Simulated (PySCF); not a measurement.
Species: C4H5FO3Si.
Numbering: `[CH2:1]=[CH:2][C:3](=[O:4])[Si@H:5]([F:6])[O:7][CH:8]=[O:9]` (hydrogens: H10, H11 on C1; H12 on C2; H13 on Si5; H14 on C8)

Geometry (GFN2-xTB, Å), atoms numbered from 1 in this order:
```
atom  x, y, z in Å
C1     2.8988    0.3268   -0.2029
C2     1.5863    0.3337    0.0042
C3     0.9342   -0.6836    0.8522
O4     1.5661   -1.4396    1.5627
Si5   -0.9780   -0.8789    0.7682
F6    -1.2985   -1.8736   -0.4543
O7    -1.5408    0.5899    0.2532
C8    -2.8005    0.9925    0.2062
O9    -3.7295    0.4114    0.6661
H10    3.5146   -0.4239    0.2668
H11    3.3909    1.0466   -0.8351
H12    0.9347    1.0597   -0.4591
H13   -1.6090   -1.4247    1.9435
H14   -2.8701    1.9633   -0.3139
```

Method: TDDFT B3LYP/def2-SVPD, vertical, gas phase, core orbitals frozen in the response in PySCF 2.14.0, density-fitted response routines.

Ground-to-excited transition dipoles (e·a0, same axes as the geometry; the sign carries no meaning), for the states with f of 0.002 or more among the lowest 8:

```
state  E (eV)      μx      μy      μz
   S3   5.266   0.994   0.510  -0.565
   S4   5.478  -0.034  -0.118   0.012
   S7   6.336   0.264  -0.151   0.042
   S8   6.503  -0.242   0.081  -0.051
```

What oscillator strength does each state have?

f = (2/3) ΔE |μ|² with ΔE in hartree (27.2114 eV).

| state | \|μ\|² (au) | \|μ\| (D) | f |
| --- | --- | --- | --- |
| S3 | 1.568 | 3.18 | 0.202 |
| S4 | 0.015 | 0.31 | 0.002 |
| S7 | 0.094 | 0.78 | 0.015 |
| S8 | 0.068 | 0.66 | 0.011 |

Which bond between heavy atoms lies closest to the direction of the S3 transition dipole?

C8–O9, at 6° from it; next C2–C3 at 27°.

What angle do the transition dipoles of S3 and S7 make?

|cos θ| = |μa·μb| / (|μa| |μb|) = 0.42, so θ ≈ 65° (taken between 0 and 90°, since the signs are arbitrary).

What peak molar absorption coefficient would the strongest computed level give as a lone Gaussian band 0.3 eV wide at half height?

ε(max) = 2.175×10⁸ f / FWHM, with the width in cm⁻¹. S3: 2.175×10⁸ × 0.2023 / 2420 ≈ 18000 L mol⁻¹ cm⁻¹.

One conformer stands for the species.
